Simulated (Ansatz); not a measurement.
Relaxation of Cl3H5OSiSn (11 atoms, charge 0, multiplicity 1), to a largest force component of 0.03 eV/Å in at most 50 steps.

The calculation used RKS PBE0/def2-SVP (Ansatz).

```xyz
11
Properties=species:S:1:pos:R:3:forces:R:3
Sn 0.473 -0.410 -0.584 -0.19 0.31 -0.40
O -0.185 -0.429 2.506 0.47 -0.47 0.59
H -1.097 -0.606 2.770 0.10 0.00 0.00
Cl 2.105 0.367 -2.093 -0.01 -0.02 0.04
Cl -0.680 1.539 0.005 0.00 0.00 0.01
Cl -1.081 -1.605 -1.893 -0.01 0.00 0.00
Si 1.465 -2.085 1.008 0.31 -0.32 0.12
H 0.405 -3.007 1.498 0.00 0.02 0.01
H 2.438 -2.849 0.174 0.01 -0.04 -0.02
H 2.215 -1.418 2.110 -0.01 -0.02 -0.01
H 0.373 -0.920 3.147 -0.68 0.55 -0.34
```

Q: Where does it end, and by what steps?

A: The run converged. The force dipped under the threshold on the way, but the program's further checks kept it going. After 44 steps the energy has fallen by 0.441 eV; Cl4 moved furthest, 2.18 Å.

```json
{"step": "0", "energy less start (eV)": "0.0000", "largest force component (eV/Å)": "0.685", "accepted": "yes"}
{"step": "2", "energy less start (eV)": "-0.0738", "largest force component (eV/Å)": "1.476", "accepted": "yes"}
{"step": "4", "energy less start (eV)": "-0.0584", "largest force component (eV/Å)": "2.078", "accepted": "no"}
{"step": "6", "energy less start (eV)": "-0.1411", "largest force component (eV/Å)": "0.411", "accepted": "yes"}
{"step": "8", "energy less start (eV)": "-0.1816", "largest force component (eV/Å)": "0.439", "accepted": "yes"}
{"step": "10", "energy less start (eV)": "-0.1868", "largest force component (eV/Å)": "0.439", "accepted": "yes"}
{"step": "12", "energy less start (eV)": "-0.2111", "largest force component (eV/Å)": "0.308", "accepted": "yes"}
{"step": "14", "energy less start (eV)": "-0.2415", "largest force component (eV/Å)": "0.525", "accepted": "yes"}
{"step": "16", "energy less start (eV)": "-0.2489", "largest force component (eV/Å)": "0.053", "accepted": "yes"}
{"step": "18", "energy less start (eV)": "-0.2499", "largest force component (eV/Å)": "0.010", "accepted": "yes"}
{"step": "20", "energy less start (eV)": "-0.2503", "largest force component (eV/Å)": "0.139", "accepted": "yes"}
{"step": "22", "energy less start (eV)": "-0.2521", "largest force component (eV/Å)": "0.011", "accepted": "yes"}
{"step": "24", "energy less start (eV)": "-0.2543", "largest force component (eV/Å)": "0.159", "accepted": "yes"}
{"step": "26", "energy less start (eV)": "-0.2560", "largest force component (eV/Å)": "0.458", "accepted": "yes"}
{"step": "28", "energy less start (eV)": "-0.2652", "largest force component (eV/Å)": "0.054", "accepted": "yes"}
{"step": "30", "energy less start (eV)": "-0.2759", "largest force component (eV/Å)": "0.272", "accepted": "yes"}
{"step": "32", "energy less start (eV)": "-0.3066", "largest force component (eV/Å)": "0.087", "accepted": "yes"}
{"step": "34", "energy less start (eV)": "-0.3480", "largest force component (eV/Å)": "0.511", "accepted": "yes"}
{"step": "36", "energy less start (eV)": "-0.3922", "largest force component (eV/Å)": "0.640", "accepted": "yes"}
{"step": "38", "energy less start (eV)": "-0.4193", "largest force component (eV/Å)": "0.578", "accepted": "yes"}
{"step": "40", "energy less start (eV)": "-0.4325", "largest force component (eV/Å)": "0.176", "accepted": "yes"}
{"step": "42", "energy less start (eV)": "-0.4401", "largest force component (eV/Å)": "0.041", "accepted": "yes"}
{"step": "44", "energy less start (eV)": "-0.4408", "largest force component (eV/Å)": "0.013", "accepted": "yes"}
```

```xyz
11
Properties=species:S:1:pos:R:3
Sn 0.275 -0.688 -0.291
O 0.398 -0.085 2.351
H -0.534 0.163 2.438
Cl 1.485 1.347 -0.243
Cl -1.959 -0.129 0.264
Cl 0.104 -1.101 -2.607
Si 1.315 -2.666 0.961
H 0.286 -3.150 1.920
H 1.666 -3.724 -0.029
H 2.530 -2.148 1.645
H 0.865 0.756 2.239
```

Whether the end is a true minimum wasn't checked by a vibrational analysis.

The run took 2.3 min on 4 threads of Arm Neoverse V2 (shared host), peak memory 0.43 GiB.
